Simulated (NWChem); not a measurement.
Molecule: AlH$_{3}$O; SMILES [OH][AlH2]

```xyz
5

Al     0.0000    -0.0415     0.5606
H      0.0000     1.4071     1.2134
H      0.0000    -1.3917     1.3819
O      0.0000    -0.2183    -1.1343
H      0.0000     0.4908    -1.7790
```
Atoms are numbered in this order, from 1.

Level: PBE0/def2-SVP (NWChem); excitation at 532 nm, off resonance, unscaled harmonic frequencies. Geometry: optimised at PBE0/def2-SVP.

Question: Give the Raman lines with relative activities.

Answer: 
```json
[
 {"wavenumber (cm⁻¹)": "440", "relative intensity": "1.3"},
 {"wavenumber (cm⁻¹)": "480", "relative intensity": "2.7"},
 {"wavenumber (cm⁻¹)": "629", "relative intensity": "4.8"},
 {"wavenumber (cm⁻¹)": "631", "relative intensity": "1.9"},
 {"wavenumber (cm⁻¹)": "782", "relative intensity": "11"},
 {"wavenumber (cm⁻¹)": "877", "relative intensity": "5.3"},
 {"wavenumber (cm⁻¹)": "1940", "relative intensity": "100"},
 {"wavenumber (cm⁻¹)": "1977", "relative intensity": "74"},
 {"wavenumber (cm⁻¹)": "3984", "relative intensity": "66"}
]
```
